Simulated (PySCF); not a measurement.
Building multiplets from coupling constants

Atoms are numbered as in `[cH:1]1[cH:2][cH:3][n:4]2[cH:5][cH:6][cH:7][c:8]2[cH:9]1`; H(Xn) means a hydrogen on atom n.

Computational details: J couplings at B3LYP/pcJ-1 (without the spin–dipole term), PBE0-D3(BJ)/def2-SVP geometry, shielding tensors at B97-2/pcSseg-1 (GIAO), in PySCF 2.14.0 with density-fitted response routines (single conformer, no solvent, relativity neglected).

Scale: ¹H (σref 31.38) and ¹³C (σref 183.69) vs TMS (reference shieldings calculated alike).

Spectrometer: 800 MHz for ¹H. First-order analysis; couplings under 1 Hz (under 4 Hz in carbon signals) are ignored, and nearly equal couplings are merged; the smaller ones broaden or split the lines further.

Q: What pattern does H(C2) show (¹H)?

A: A doublet of doublets at δ 6.48: 8.1 Hz to H(C3) (1 × ¹H, 3 bonds away), 7.3 Hz to H(C1) (1 × ¹H, 3 bonds away). Lines in Hz from the centre (relative intensity): +7.7 (1), +0.4 (1), -0.4 (1), -7.7 (1). The outer lines are 15.4 Hz apart, the sum of the couplings kept, or 0.019 ppm at this field.

Q: What pattern does C6 show in the proton-coupled ¹³C spectrum?

A: A doublet of doublets of doublets at δ 117.7: 177.6 Hz to H(C6) (1 × ¹H, 1 bond away), 8.0 Hz to H(C5) (1 × ¹H, 2 bonds away), 4.4 Hz to H(C7) (1 × ¹H, 2 bonds away). Lines in Hz from the centre (relative intensity): +95.0 (1), +90.6 (1), +87.0 (1), +82.6 (1), -82.6 (1), -87.0 (1), -90.6 (1), -95.0 (1). The outer lines are 190.0 Hz apart, the sum of the couplings kept, or 0.945 ppm at this field.

Q: What pattern does H(C1) show (¹H)?

A: A doublet of doublets at δ 6.63: 10.0 Hz to H(C9) (1 × ¹H, 3 bonds away), 7.3 Hz to H(C2) (1 × ¹H, 3 bonds away). Lines in Hz from the centre (relative intensity): +8.7 (1), +1.4 (1), -1.4 (1), -8.7 (1). The outer lines are 17.3 Hz apart, the sum of the couplings kept, or 0.022 ppm at this field.

Q: What pattern does H(C9) show (¹H)?

A: A doublet of doublets at δ 7.36: 10.0 Hz to H(C1) (1 × ¹H, 3 bonds away), 1.2 Hz to H(C3) (1 × ¹H, 5 bonds away). Lines in Hz from the centre (relative intensity): +5.6 (1), +4.4 (1), -4.4 (1), -5.6 (1). The outer lines are 11.2 Hz apart, the sum of the couplings kept, or 0.014 ppm at this field.

Unscaled 3J(H,H) at this level run about 10 % above measured values.
